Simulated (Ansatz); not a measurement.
Total energies of Li₅Al₃ from Ansatz at PBE0-D4/def2-TZVPD, gas phase (1 Eh = 27.2114 eV = 2625.5 kJ/mol). The reference geometry is relaxed at r2SCAN-D4/def2-SVP.

```xyz
8

Al    0.868    0.011   -0.249
Al   -1.246    0.447   -1.621
Al   -1.460    0.036    0.998
Li    0.301   -1.898    1.614
Li    0.700    0.936    2.321
Li    3.334   -0.433    0.227
Li    1.153    0.397   -2.878
Li   -3.651    0.505   -0.412
```

```tsv
state	geometry	energy (Eh)
charge 0 singlet	reference	-764.52412
charge -1 doublet	reference	-764.55137
charge -1 doublet	relaxed at r2SCAN-D4/def2-SVPD	-764.55926
free Al atom (doublet)	–	-242.24900
free Li atom (doublet)	–	-7.46705
```

**Question.** Work out the vertical electron affinity, to the doublet.

**Answer.** E(charge 0 singlet) − E(charge -1 doublet) = -764.52412 − (-764.55137) = 0.02725 Eh = 0.74 eV.

**Question.** How much does the charge -1 doublet relax, and what is the adiabatic electron affinity?

**Answer.** Relaxation: -764.55137 − (-764.55926) = 0.00789 Eh = 0.21 eV. Adiabatic electron affinity: 0.03514 Eh = 0.96 eV, without zero-point energy. Bonds change on the way (1 lost, 1 formed), so the relaxed form is another species. 

**Question.** What is the binding energy per atom against free atoms?

**Answer.** Atoms: 3 × (-242.24900) + 5 × (-7.46705) = -764.08225 Eh. Binding: -764.08225 − (-764.52412) = 0.44187 Eh = 12.02 eV, or 1.50 eV for each of 8 atoms (no zero-point energy, no counterpoise term).

The restricted singlet is unstable towards broken spin symmetry in Hartree–Fock (as tested in another run); at PBE0-D4/def2-TZVPD this wasn't settled. At PBE0-D4/def2-TZVPD the highest occupied level of the charge -1 doublet lies above zero (up to 0.12 eV). By energy differences its removal costs 0.74 eV (vertical, to the charge 0 singlet, at PBE0-D4/def2-TZVPD); a positive level beside a positive removal energy at the same level points to self-interaction error. 

The structure comes from a short search, and lower isomers may exist.
